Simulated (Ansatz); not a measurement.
Reaction (ligand exchange at a B–O bond): `BO[SiH3]` + `N[SiH2]F` → `BN[SiH2]F` + `O[SiH3]`

Gas-phase electronic energies from Ansatz, PBE0-D4/def2-TZVP geometries. CCSD(T)/CBS adds triple-zeta CCSD(T) − MP2 to the extrapolated MP2 energy (def2 sets, frozen cores). DFT in def2-TZVPP. Each species was taken in one conformer, which may not be the lowest.

`BO[SiH3]`:

Z-matrix (Å, degrees):
```
Si
O 1 1.658
H 1 1.482 2 107.9
H 1 1.482 2 107.9 3 -118.9
H 1 1.485 2 110.1 3 120.6
B 2 1.347 1 132.3 3 -120.7
H 6 1.199 2 118.0 1 180.0
H 6 1.204 2 120.0 1 0.0
```

`N[SiH2]F`:

Z-matrix (Å, degrees):
```
Si
F 1 1.605
N 1 1.696 2 114.6
H 1 1.479 2 105.8 3 -119.3
H 1 1.479 2 105.8 3 119.3
H 3 1.006 1 122.0 2 77.5
H 3 1.006 1 122.0 2 -77.5
```

`BN[SiH2]F`:

Z-matrix (Å, degrees):
```
Si
N 1 1.727
F 1 1.598 2 110.7
H 1 1.480 2 109.5 3 -116.8
H 1 1.475 2 108.4 3 118.5
B 2 1.404 1 125.5 3 -100.6
H 2 1.011 1 117.4 3 78.3
H 6 1.197 2 118.6 1 -0.9
H 6 1.196 2 119.8 1 179.4
```

`O[SiH3]`:

Cartesian coordinates in Å:
```
O -0.855 -0.123 0.947
Si 0.295 -0.122 -0.234
H -1.389 0.665 1.051
H -0.303 0.072 -1.583
H 0.952 -1.447 -0.161
H 1.301 0.955 -0.020
```

```
         level  ΔE (eV)
       r2SCAN0     0.08
 HF/def2-TZVPP     0.17
MP2/def2-QZVPP     0.07
CCSD/CBS(def2)     0.09
```

**Question.** What does CCSD(T)/CBS give? (An estimate is asked.)

**Answer.** The calculation gave: +0.07 eV. The listed levels differ from it by 0.01, 0.10, 0.00, 0.02 eV.

Largest T1 diagnostic among the species: 0.013.

In def2-TZVPP, CCSD(T) changes the Hartree–Fock value by −0.10 eV (the triples alone add −0.01 eV) and MP2 by −0.11 eV. Leaving LDA and LC-ωPBE aside and taking each functional with its dispersion term where it has one, the values, not all of them listed here, spread over 0.09 eV, from revPBE-D4 to BHLYP-D4. At CCSD(T), def2-SVP lies +0.04 eV from the extrapolated value and def2-TZVPP −0.00 eV.
